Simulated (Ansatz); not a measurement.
## Reading a saddle point

A first-order saddle point of GaPNH₇, singlet, PBE0-D4/def2-TZVP, with one imaginary mode of 1160i cm⁻¹:

| atom | x (Å) | y (Å) | z (Å) |
| --- | --- | --- | --- |
| Ga1 | -0.9215 | -0.6001 | 0.6121 |
| N2 | 0.1022 | 1.0568 | 0.9470 |
| H3 | -2.3755 | -0.3082 | 0.1105 |
| H4 | -0.4691 | -1.7756 | 1.5421 |
| H5 | 0.8129 | 0.7101 | -0.3539 |
| P6 | 0.6090 | -0.5241 | -1.3472 |
| H7 | 0.6830 | 1.0610 | 1.7776 |
| H8 | -0.4311 | 1.9186 | 0.9405 |
| H9 | 1.7361 | -1.3409 | -1.5584 |
| H10 | 0.2538 | -0.1976 | -2.6703 |

Computed with Ansatz 0.2.0 (basis: def2-TZVPP and def2-QZVPP); correlated methods freeze the cores. Filled d shells of the heavier atoms are correlated. The def2 sets are not built for correlating such inner shells, so the correlated values are less sure here. Extrapolation: Hartree–Fock as exp(−7.88 √X), correlation as X^−2.97.

Problem. Which contacts change along the imaginary mode, and what lies on either side? (Judge from chemistry; the calculation decides.)

Solution. The calculation gives: The step is GaNH₄ ([NH2][GaH2]) + PH₃ → GaPH₄ ([PH2][GaH2]) + NH₃ (still joined by a long Ga–N bond), with the molecules in contact on both sides. Shortening one way: Ga1–P6, N2–H5; lengthening the same way: Ga1–N2, H5–P6.
```
  pair  one side (Å)  saddle (Å)  other side (Å)
Ga1–P6          2.63        2.49            2.36
 N2–H5          3.36        1.52            1.01
Ga1–N2          1.87        1.98            2.16
 H5–P6          1.41        1.60            3.07
```

Problem. Which side is lower, and how far does the saddle lie above each? (Judge from chemistry; the value comes from the calculation.)

Solution. Computed: The side with Ga1–P6, N2–H5 short is lower by 63.2 kJ/mol; the saddle lies 151.1 kJ/mol above it and 87.9 kJ/mol above the other (CCSD(T) at an estimated basis limit (MP2 extrapolated from triple and quadruple zeta, plus CCSD(T) − MP2 in triple zeta); electronic energies).

The T1 diagnostic stays at or below 0.014. The end structure is not quite a true minimum (one mode of 63i cm⁻¹).

Labels in which every atom is bracketed show which atoms are joined, not bond orders.

For scale, one of the runs: CCSD(T)/def2-TZVPP, 219 basis functions, launched by `ansatz run in.yaml --threads 4 --pin off --events-out ev --progress --plain --max-ram 9574MiB`. Hardware: 4 CPU threads of an Arm Neoverse V1, shared host. Wall time 84 s; peak host memory 3.2 GiB.
